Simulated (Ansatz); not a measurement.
```xyz
4

Al    0.0000    0.0000    0.0000
Cl    2.2453    0.0000    0.0000
Cl   -1.1226    1.9445    0.0000
Cl   -1.1226   -1.9445    0.0000
```

Basis set: cc-pVDZ (spherical functions). Correlated methods keep 20 orbitals frozen. Charge 0, multiplicity 1.

Computed with Ansatz (development build ahead of 0.2.0); each method stands on the lowest determinant of its kind that the runs found. Restricted open shells among the atoms or ions are ROHF, correlated in semicanonical orbitals with singles.

The atomization energy at this shape (free ground-state atoms in the same class of orbitals less the molecule, no zero-point energy) of singlet AlCl₃:

```tsv
method	atomization energy
RHF-MP2	11.93 eV
```

Task: What does RHF give?

Result: 9.82 eV. Caution: the shape is not the minimum.
